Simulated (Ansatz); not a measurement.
Total energies of In₅P₅H₁₈, a cluster cut from wurtzite InP (hydrogen-capped) from Ansatz at PBE-D4/def2-SVP, gas phase (1 Eh = 27.2114 eV = 2625.5 kJ/mol). The reference geometry is relaxed at r2SCAN-D4/def2-SVP.

```xyz
28

P     0.962    2.967   -2.754
In   -1.376    2.857   -1.480
P    -0.873    0.952    0.238
In   -2.770    0.703    2.019
P    -1.607   -1.000    3.706
In    2.367    1.140   -4.003
P     2.080   -0.638   -2.049
In   -0.142   -1.234   -0.814
P     0.796   -2.624    1.188
In   -0.552   -3.374    3.351
H     0.830    4.019   -3.702
H     1.877    3.639   -1.897
H    -1.460    4.348   -0.616
H    -2.477    2.220   -2.643
H     0.284    1.372    0.957
H    -2.868    2.180    2.907
H    -4.041   -0.204    1.290
H    -0.653   -0.262    4.459
H    -2.538   -1.184    4.765
H     4.027    1.602   -3.983
H     1.412    0.537   -5.300
H     2.989   -0.296   -1.010
H     2.692   -1.864   -2.430
H    -1.222   -2.138   -1.797
H     1.946   -1.906    1.616
H     1.475   -3.746    0.639
H    -1.789   -4.418    2.769
H     0.631   -3.647    4.575
```

```tsv
state	geometry	energy (Eh)
charge 0 singlet	reference	-2666.97321
charge -1 doublet	reference	-2666.99233
free P atom (quartet)	–	-340.98790
free In atom (doublet)	–	-190.11196
free H atom (doublet)	–	-0.49863
```

In the def2 sets In takes a core potential; there is no spin–orbit coupling.

(1) Work out the vertical electron affinity, to the doublet.

(2) What is the binding energy per atom against free atoms?

(1) E(charge 0 singlet) − E(charge -1 doublet) = -2666.97321 − (-2666.99233) = 0.01912 Eh = 0.52 eV. The basis lacks diffuse functions, which makes affinities too small.

(2) Atoms: 5 × (-340.98790) + 5 × (-190.11196) + 18 × (-0.49863) = -2664.47464 Eh. Binding: -2664.47464 − (-2666.97321) = 2.49857 Eh = 67.99 eV, or 2.43 eV for each of 28 atoms (no zero-point energy, no counterpoise term).

At PBE-D4/def2-SVP the highest occupied level of the charge -1 doublet lies above zero (up to 1.00 eV). By energy differences its removal costs 0.52 eV (vertical, to the charge 0 singlet, at PBE-D4/def2-SVP); self-interaction error and the lack of diffuse functions both raise the level.
